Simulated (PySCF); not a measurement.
# Finite-field polarisability of Mg (magnesium, neutral)

[Ne] 3s2, closed-shell 1S. All numbers are calculated (PySCF 2.14, scalar relativity by spin-free X2C-1e, in aug-cc-pCVTZ-DK). Frozen: 1s2. Energy changes in a uniform field (μhartree):

```
axis  F (au)        HF       MP2      CCSD   CCSD(T)
   x  0.0016  -103.856   -92.750   -92.858   -92.198
   x  0.0032  -415.822  -371.338  -371.747  -369.103
```

Derive α along x at CCSD(T) from the two fields.

With ΔE = −αF²/2 − γF⁴/24, α = −(16 ΔE(F) − ΔE(2F))/(6F²) = 72.01 bohr³.

And the mean polarisability at each level?

HF 81.11, MP2 72.44, CCSD 72.53, CCSD(T) 72.01 bohr³. Reference: 71.2 ± 0.4 bohr³ (recommended; Schwerdtfeger and Nagle, table of static dipole polarizabilities (2023 update)).
